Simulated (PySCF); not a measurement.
CBr2ClF, SMILES FC(Cl)(Br)Br. Geometry: PBE-D3(BJ)/def2-SVP.

Give the equilibrium geometry at PBE-D3(BJ)/def2-SVP (PySCF confirms it by a frequency run) as a Z-matrix, and its point group. (Estimate from the structure and the level; the computed values follow.)

point group Cs.
```
C
F 1 1.3374
Cl 1 1.7773 2 109.29
Br 1 1.9656 2 108.42 3 -120.29
Br 1 1.9656 2 108.42 3 120.29
```
Charge 0, spin multiplicity 1.
